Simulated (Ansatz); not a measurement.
Stepwise reaction of `NB(N)F` with methanol, as a gas-phase model of exchange steps in deposition or etching. ΔE in kJ/mol.

Program: Ansatz. Geometries: PBE0-D4/def2-TZVP. ΔE: electronic, gas phase. CBS: MP2 limit from def2 TZ/QZ plus the TZ coupled-cluster correction, frozen cores. This one scheme is used for every species. Functionals use def2-TZVPP. B3LYP here is the variant with VWN-RPA as its local correlation; programs differ in this. Each species was taken in one conformer, which may not be the lowest.

```tsv
step	reaction	PBE-D4	B3LYP-D4	ωB97M-V	CCSD(T)/CBS
1	`NB(N)F` + CH₃OH → `COB(N)F` + NH₃	-30.7	-33.9	-33.7	-34.3
```

(1) Give the row of step 2, `COB(N)F` + CH₃OH → `COB(F)OC` + NH₃. (Estimate.)

(2) By hand: ΔE of the 2 steps together at CCSD(T)/CBS.

## Answers

(1) Ansatz gave: 
| step | reaction | PBE-D4 | B3LYP-D4 | ωB97M-V | CCSD(T)/CBS |
| --- | --- | --- | --- | --- | --- |
| 2 | `COB(N)F` + CH₃OH → `COB(F)OC` + NH₃ | -24.2 | -27.4 | -26.8 | -28.3 |

(2) (-34.3) + (-28.3) = -62.6 kJ/mol, or -31.3 kJ/mol a step.

In ΔE each step is higher than the one before. All are downhill at CCSD(T)/CBS. PBE-D4 differs from CCSD(T)/CBS by 3.6 to 4.1 kJ/mol a step. Isolated molecules leave out the surface, adducts and barriers. Largest T1 diagnostic: 0.012.
